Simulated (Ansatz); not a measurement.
The molecule ZnO, closed-shell singlet (the spin of the measured ground state). No spin–orbit coupling. Zn is treated without relativity.

Constants: fifth-degree fit in 1/R to seven points, most abundant isotopes. Runs in def2 and cc sets follow the lowest solution found near the PBE0 minimum. The singlet is held restricted.

Correlated levels freeze the inner cores; with def2 sets outer-core shells near the valence are correlated too. CBS: X⁻³ extrapolation of the correlation energy, Hartree–Fock from the larger set.

The values were computed with Ansatz (Gaussian orbitals). 

Task: What bond length and harmonic frequency does wB97M-V/def2-TZVPP give, and what D_e (from each atom's lowest state at the same level)?

Result: r_e = 1.697 Å, ω_e = 761 cm⁻¹, D_e = 1.16 eV.

Task: What bond length and harmonic frequency does CCSD(T)/def2-QZVPP give, and what D_e (from each atom's lowest state at the same level)?

Result: r_e = 1.707 Å, ω_e = 745 cm⁻¹, D_e = 1.58 eV.

Task: What bond length and harmonic frequency does CCSD(T)/CBS(def2-TZVPP, def2-QZVPP) give, and what D_e (from each atom's lowest state at the same level)?

Result: r_e = 1.704 Å, ω_e = 750 cm⁻¹, D_e = 1.65 eV.

Doubts at one or more of the structures used: a restricted determinant that unrestricted orbitals would lower (CCSD(T)/def2-QZVPP, CCSD(T)/CBS(def2-TZVPP, def2-QZVPP)).

Ansatz is a program for electronic structure.
